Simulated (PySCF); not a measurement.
**Magnetic susceptibility: `C=C[C@@H]1OC(=O)O[C@H]1C`, C6H8O3**

Geometry:
```tsv
atom	x (Å)	y (Å)	z (Å)
C1	2.688	-0.105	-0.138
C2	1.550	-0.730	0.094
C3	0.299	-0.038	0.546
O4	-0.327	-0.761	1.597
C5	-1.522	-1.232	1.209
O6	-2.230	-1.901	1.884
O7	-1.809	-0.849	-0.046
C8	-0.793	-0.002	-0.561
C9	-1.341	1.393	-0.825
H10	2.794	0.957	0.008
H11	3.561	-0.631	-0.483
H12	1.453	-1.798	-0.043
H13	0.526	0.969	0.915
H14	-0.426	-0.449	-1.492
H15	-1.710	1.837	0.097
H16	-2.163	1.333	-1.533
H17	-0.557	2.020	-1.240
```

Computed, not measured: GIAO CAM-B3LYP/pcSseg-1 magnetisability, rotational g tensor and spin-rotation constants, non-relativistic, gas phase (PySCF). Geometry: GFN2-xTB.

(1) How diamagnetic is it, and how anisotropic?

(2) Split it along the inertial axes a, b, c into diamagnetic and paramagnetic parts about the centre of mass, with the quadrupole moment.

(3) And the rotational g tensor?

Results:

(1) Isotropic -1214 × 10⁻³⁰ J/T², or -73.1 × 10⁻⁶ cm³/mol; principal values -1272, -1206, -1165 × 10⁻³⁰ J/T², anisotropy 93 × 10⁻³⁰ J/T² (root of half the summed squared differences of the principal values). The susceptibility is in cgs units.

(2) 
```tsv
axis	χ (10⁻⁶ cm³/mol)	diamagnetic (10⁻⁶ cm³/mol)	paramagnetic (10⁻⁶ cm³/mol)	summed x² of all electrons (Å²)	quadrupole Θ (D Å)
a	-72.2	-585.6	513.4	201.2	-6.61
b	-75.0	-978.3	903.3	108.7	+1.59
c	-72.2	-1314.7	1242.5	29.4	+5.01
```
Anisotropies 2χaa − χbb − χcc = +2.7 and 2χbb − χaa − χcc = -5.6 × 10⁻⁶ cm³/mol. Θ is traceless in Buckingham's convention.

(3) 
| axis | rotational constant (GHz) | g | nuclear part | electronic part |
| --- | --- | --- | --- | --- |
| a | 2.5734 | -0.0261 | 0.5946 | -0.6207 |
| b | 1.3510 | -0.0150 | 0.5584 | -0.5734 |
| c | 0.9849 | -0.0132 | 0.5617 | -0.5749 |

Asymmetric top; isotopes 12C, 1H, 16O; no vibrational averaging.
